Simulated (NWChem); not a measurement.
Program: NWChem. System: HBCl, charge 0, spin multiplicity 2, at a geometry optimised with UPBE0/def2-SVP. The structure started from a generated list of species. Its SCF solution wasn't tested for a lower state. Level: Ur2SCAN/cc-pVQZ.

Part of the output:

```
             Northwest Computational Chemistry Package (NWChem) 7.3.0
             --------------------------------------------------------

                                NWChem Input Module
                                -------------------

 Scaling coordinates for geometry "geometry" by  1.889725989
 (inverse scale =  0.529177249)

 Turning off AUTOSYM since
 SYMMETRY directive was detected!

                             Geometry "geometry" -> ""
                             -------------------------

 Output coordinates in angstroms (scale by  1.889725989 to convert to a.u.)

  No.       Tag          Charge          X              Y              Z
 ---- ---------------- ---------- -------------- -------------- --------------
    1 B                    5.0000     1.15295600    -0.46269500     0.00000000
    2 Cl                  17.0000    -0.46372500     0.12070200     0.00000000
    3 H                    1.0000     2.11854100     0.26154200     0.00000000

 Effective nuclear repulsion energy (a.u.)      31.8413242975

            Nuclear Dipole moment (a.u.)
            ----------------------------
        X                 Y               Z
 ---------------- ---------------- ----------------
    -0.0000075589     0.0000018897     0.0000000000

      Symmetry information
      --------------------

 Group name             Cs
 Group number              2
 Group order               2
 No. of unique centers     3

      Symmetry unique atoms

     1    2    3


 Summary of "ao basis" -> "" (spherical)
 ------------------------------------------------------------------------------
       Tag                 Description            Shells   Functions and Types
 ---------------- ------------------------------  ------  ---------------------
 *                          cc-pvqz                   on all atoms

                                 NWChem DFT Module
                                 -----------------

 Summary of "ao basis" -> "ao basis" (spherical)
 ------------------------------------------------------------------------------
       Tag                 Description            Shells   Functions and Types
 ---------------- ------------------------------  ------  ---------------------
 B                          cc-pvqz                 15       55   5s4p3d2f1g
 Cl                         cc-pvqz                 17       59   6s5p3d2f1g
 H                          cc-pvqz                 10       30   4s3p2d1f
[...]
 overlap   0.980  0.967  0.995  0.992  0.991  0.931  0.944  0.918  0.998  0.989

   alpha     21     22     23     24     25     26     27     28     29     30
    beta     21     22     23     24     25     26     27     28     29     30
 overlap   0.976  0.961  0.944  0.977  0.989  0.980  0.981  0.989  0.909  0.901

   alpha     31     32     33     34     35     36     37     38     39     40
    beta     31     32     33     34     35     36     37     38     39     40
 overlap   0.984  0.997  0.989  0.965  0.961  0.997  0.997  0.859  0.876  0.976

   alpha     41     42     43     44     45     46     47     48     49     50
    beta     41     43     42     44     45     46     47     48     49     50
 overlap   0.984  0.864  0.892  0.846  0.883  0.973  0.948  0.972  0.972  0.984

   alpha     51     52     53     54     55     56     57     58     59     60
    beta     52     51     53     54     56     55     57     58     59     60
 overlap   0.907  0.981  0.908  0.982  0.984  0.990  0.988  0.995  0.994  0.982

   alpha     61     62     63     64     65     66     67     68     69     70
    beta     61     62     63     64     65     66     67     68     69     70
 overlap   0.988  0.995  0.970  0.990  0.997  0.996  0.994  0.999  0.995  0.998

   alpha     71     72     73     74     75     76     77     78     79     80
    beta     71     72     73     74     75     76     77     78     79     80
 overlap   0.999  0.999  0.999  0.996  0.995  0.999  0.998  0.998  0.987  0.999

   alpha     81     82     83     84     85     86     87     88     89     90
    beta     81     82     83     84     85     86     87     88     89     90
 overlap   0.990  0.998  0.996  0.995  0.998  0.997  0.972  0.919  0.990  0.915

   alpha     91     92     93     94     95     96     97     98     99    100
    beta     91     92     93     94     98     95     97     96    100    102
 overlap   0.953  0.973  0.969  0.946  0.752  0.897  0.905  0.804  0.942  0.750

   alpha    101    102    103    104    105    106    107    108    109    110
    beta    101     99    103    104    105    106    107    108    109    110
 overlap   0.973  0.779  0.983  0.987  0.996  0.998  0.993  0.999  0.992  0.998

   alpha    111    112    113    114    115    116    117    118    119    120
    beta    111    112    113    114    115    116    117    118    119    120
 overlap   0.997  0.992  0.997  0.997  0.996  0.992  0.997  0.999  0.998  0.997

   alpha    121    122    123    124    125    126    127    128    129    130
    beta    121    122    123    124    125    126    127    128    129    130
 overlap   0.999  1.000  1.000  1.000  1.000  1.000  1.000  0.988  0.988  0.999

   alpha    131    132    133    134    135    136    137    138    139    140
    beta    131    132    133    134    135    136    137    138    139    140
 overlap   1.000  0.999  1.000  1.000  1.000  1.000  1.000  1.000  1.000  1.000

   alpha    141    142    143    144
    beta    141    142    143    144
 overlap   1.000  1.000  1.000  1.000

     --------------------------
     Expectation value of S2:
     --------------------------
      <S2> =      0.7539 (Exact =     0.7500)

 center of mass
 --------------
 x =  -0.05580623 y =  -0.02451561 z =   0.00000000

 moments of inertia (a.u.)
 ------------------
          10.454070578457          26.032974156731           0.000000000000
          26.032974156731          95.121906343316           0.000000000000
           0.000000000000           0.000000000000         105.575976921774

     Multipole analysis of the density
     ---------------------------------

     L   x y z        total         alpha         beta         nuclear
     -   - - -        -----         -----         ----         -------
     0   0 0 0     -0.000000    -12.000000    -11.000000     23.000000

     1   1 0 0      0.062187     -1.012883      1.075078     -0.000008
     1   0 1 0      0.166257      0.883295     -0.717041      0.000002
     1   0 0 1     -0.000000     -0.000000     -0.000000      0.000000

     2   2 0 0    -14.032849    -36.709187    -30.141305     52.817643
     2   1 1 0      0.341139      7.591924      3.693743    -10.944528
     2   1 0 1      0.000000     -0.000000      0.000000      0.000000
     2   0 2 0    -15.376949    -12.756406     -7.571860      4.951317
     2   0 1 1     -0.000000     -0.000000     -0.000000      0.000000
     2   0 0 2    -13.681446     -7.408014     -6.273432      0.000000

 Task  times  cpu:       21.7s     wall:       21.7s

 Total times  cpu:       21.7s     wall:       21.7s
```

Problem. Write an NWChem input that would produce this output.

Solution. Several could match; the one computed here: 
```
start mol
memory heap 200 mb stack 900 mb global 1100 mb
geometry units angstroms nocenter noautoz
  B      1.152956    -0.462695     0.000000
  Cl    -0.463725     0.120702     0.000000
  H      2.118541     0.261542     0.000000
  symmetry group Cs
end
basis spherical
  * library cc-pvqz
end
dft
  xc r2scan
  odft
  mult 2
  semidirect memsize 60000000 filesize 0
  iterations 100
  grid fine
end
task dft energy
```
